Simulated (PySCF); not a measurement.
Two species compared at the same levels of theory.

First species: C6H14OSSi.
Atom-mapped SMILES: `[CH3:1][CH2:2][O:3][C@@H:4]1[C@@H:5]([CH3:6])[Si@@H:7]1[S:8][CH3:9]` (hydrogens: H10, H11, H12 on C1; H13, H14 on C2; H15 on C4; H16 on C5; H17, H18, H19 on C6; H20 on Si7; H21, H22, H23 on C9)

Structure used (GFN2-xTB), in Å, numbered top down from 1:
```
atom  x, y, z in Å
C1     1.8920    2.4111    0.2682
C2     1.6008    0.9566    0.5978
O3     0.2001    0.7888    0.7168
C4    -0.1812   -0.5326    0.9768
C5    -0.2036   -1.5184   -0.2244
C6     0.4818   -2.8501   -0.0347
Si7   -1.9097   -1.1193    0.4825
S8    -3.3063    0.1588   -0.4995
C9    -2.2082    1.3438   -1.3487
H10    1.4743    3.0544    1.0379
H11    1.4416    2.6755   -0.6851
H12    2.9652    2.5711    0.2122
H13    1.9924    0.2985   -0.1920
H14    2.0830    0.6717    1.5460
H15    0.3011   -0.9342    1.8709
H16    0.0769   -1.0399   -1.1601
H17    0.2165   -3.5392   -0.8339
H18    1.5655   -2.7287   -0.0336
H19    0.1877   -3.2959    0.9127
H20   -2.6333   -2.0636    1.3011
H21   -1.8358    0.8910   -2.2623
H22   -2.8127    2.2129   -1.5852
H23   -1.3930    1.6146   -0.6874
```

Second species: C5H16N2Si2.
Geometry (GFN2-xTB, Å), atoms numbered from 1 in this order:
```xyz
25
C5H16N2Si2 angstrom
C     -4.4347    0.8201   -0.1562
C     -3.1114    0.2148   -0.6104
C     -2.1645   -0.0494    0.5548
Si    -0.5325   -0.7948   -0.0389
N      0.4609    0.2524   -1.0023
Si     1.7983    0.3482    0.1112
C      3.4425   -0.3386   -0.5217
C      4.5412   -0.2445    0.5282
N      0.8132   -0.7155    1.0669
H     -5.0855    1.0083   -1.0078
H     -4.2629    1.7627    0.3592
H     -4.9485    0.1464    0.5268
H     -2.6276    0.8932   -1.3156
H     -3.3032   -0.7217   -1.1382
H     -2.6498   -0.7239    1.2608
H     -1.9829    0.8856    1.0860
H     -0.7058   -2.1322   -0.6169
H      0.3216    0.6621   -1.9053
H      1.9472    1.6845    0.6992
H      3.3225   -1.3779   -0.8284
H      3.7529    0.2159   -1.4073
H      5.4865   -0.6295    0.1472
H      4.6923    0.7897    0.8297
H      4.2722   -0.8159    1.4131
H      0.9470   -1.1158    1.9751
```

Levels: PBE0/pcSseg-1 for dipole moment, HOMO energy, LUMO energy and HOMO–LUMO gap; GFN2-xTB for rotational constant A and rotational constant C. Geometries: GFN2-xTB. Each species is one conformer at its optimised geometry, gas phase, non-relativistic unless stated. Electronic properties by PySCF.

The conformers computed, where there is a choice (atom-mapped SMILES and torsion angles):
- `[CH3:1][CH2:2][O:3][C@@H:4]1[C@@H:5]([CH3:6])[Si@@H:7]1[S:8][CH3:9]`: C1–C2–O3–C4 178°, C2–O3–C4–C5 -79°, C5–Si7–S8–C9 -32°
- `[CH3:1][CH2:2][CH2:3][Si@H:4]1[NH:5][Si@H:6]([CH2:7][CH3:8])[NH:9]1`: C1–C2–C3–Si4 180°, C2–C3–Si4–N5 67°, N5–Si6–C7–C8 -179°

Problem. Which of the two has the higher HOMO energy, and by how much?

Solution. The first: -6.15 eV against -6.68 eV, a difference of 0.53 eV.

Problem. Which of the two has the higher LUMO energy, and by how much?

Solution. The first: 0.42 eV against 0.36 eV, a difference of 0.06 eV.

Problem. Which has the higher rotational constant C?

Solution. The first: 0.568 GHz against 0.427 GHz, a difference of 0.141 GHz.

Problem. Which of the two has the higher HOMO–LUMO gap, and by how much?

Solution. The second: 7.04 eV against 6.57 eV, a difference of 0.47 eV.

Problem. Which of the two has the higher dipole moment, and by how much?

Solution. The first: 2.57 D against 0.04 D, a difference of 2.53 D.

Problem. Which has the higher rotational constant A?

Solution. The second: 4.264 GHz against 1.305 GHz, a difference of 2.959 GHz.

On the first: A dipole of 2.57 D is allowed in C1, and pure rotational transitions are dipole-allowed. The dipole equals about 8.6 × 10⁻³⁰ C·m (1 D = 3.33564 × 10⁻³⁰ C·m).

